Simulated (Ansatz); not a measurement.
Geometry optimisation, Ansatz, DFT PBE, scalar-relativistic, plane waves, PAW.

The input (input.yaml):

```yaml
accuracy: low
crystal:
  lattice:
    - [8.18, 0.0, 0.0]
    - [0.0, 5.784133, 0.0]
    - [0.0, 0.0, 16.3381]
  atoms:
    - { symbol: Ag, position: [0.25, 0.25, 0.0612066] }
    - { symbol: Ag, position: [0.75, 0.25, 0.0612066] }
    - { symbol: Ag, position: [0.25, 0.75, 0.0612066] }
    - { symbol: Ag, position: [0.75, 0.75, 0.0612066] }
    - { symbol: Ag, position: [0.0, 0.0, 0.1497135] }
    - { symbol: Ag, position: [0.5, 0.0, 0.1497135] }
    - { symbol: Ag, position: [0.0, 0.5, 0.1497135] }
    - { symbol: Ag, position: [0.5, 0.5, 0.1497135] }
    - { symbol: Ag, position: [0.25, 0.25, 0.2382203] }
    - { symbol: Ag, position: [0.75, 0.25, 0.2382203] }
    - { symbol: Ag, position: [0.25, 0.75, 0.2382203] }
    - { symbol: Ag, position: [0.75, 0.75, 0.2382203] }
    - { symbol: Ag, position: [0.0, 0.0, 0.3267271] }
    - { symbol: Ag, position: [0.5, 0.0, 0.3267271] }
    - { symbol: Ag, position: [0.0, 0.5, 0.3267271] }
    - { symbol: Ag, position: [0.5, 0.5, 0.3267271] }
    - { symbol: Si, position: [0.1811485, 0.1698299, 0.445468] }
basis:
  ecutwfc: 420.0
kpoints:
  mp_grid: { grid: [2, 3, 1] }
hamiltonian:
  xc: pbe
scf:
  occupations: { method: fermi_dirac, width: 0.1 }
  lower_state_search: "off"
relax:
  f_tol: 0.08
  max_steps: 25
  adjacent_minimum: "off"
  constraints: [{ sites: [0, 1, 2, 3] }]
output:
  write_density: true
  write_potential: true
  elf: true
  volumetric_format: npy
```

Command:

```bash
$ ansatz run input.yaml --threads 4 --pin off --max-ram 10240MiB --backend cpu --events-out ev --progress --plain --runs-dir out
```

Question: Where does it end, and by what steps?

Answer: The run converged. The force dipped under the threshold on the way, but the program's further checks kept it going. Limits of this set-up: coarse k mesh, thin slab, slab without dipole correction, low accuracy level. After 8 steps the energy has fallen by 1.722 eV; Si17 moved furthest, 1.29 Å. Joined: Ag9–Si17 (3.46 → 2.49 Å), Ag14–Si17 (3.40 → 2.57 Å), Ag16–Si17 (3.77 → 2.58 Å).

```csv
step,energy less start (eV),largest force component (eV/Å),accepted
0,0.0000,1.736,yes
1,-0.4788,1.537,yes
2,-0.8288,1.281,yes
3,-1.1250,1.105,yes
4,-1.3678,0.823,yes
5,-1.5580,0.626,yes
6,-1.6748,0.442,yes
7,-1.7220,0.051,yes
8,-1.7220,0.051,yes
```

```xyz
17
Lattice="8.1800 0.0000 0.0000 0.0000 5.7841 0.0000 0.0000 0.0000 16.3381" Properties=species:S:1:pos:R:3
Ag 2.045 1.446 1.000
Ag 6.135 1.446 1.000
Ag 2.045 4.338 1.000
Ag 6.135 4.338 1.000
Ag -0.046 -0.012 2.386
Ag 4.131 -0.013 2.388
Ag -0.047 2.898 2.385
Ag 4.131 2.899 2.384
Ag 2.039 1.444 3.705
Ag 6.120 1.441 4.058
Ag 2.038 4.339 3.974
Ag 6.121 4.327 4.127
Ag 0.039 -0.015 5.427
Ag 4.028 -0.017 5.432
Ag 0.059 2.882 5.419
Ag 4.007 2.878 5.425
Si 2.030 1.408 6.190
```

Whether the end is a true minimum wasn't checked by a vibrational analysis.

The run took 88 s on 4 threads of Intel(R) Xeon(R) Platinum 8488C (Sapphire Rapids) (shared host), peak memory 2.9 GiB.
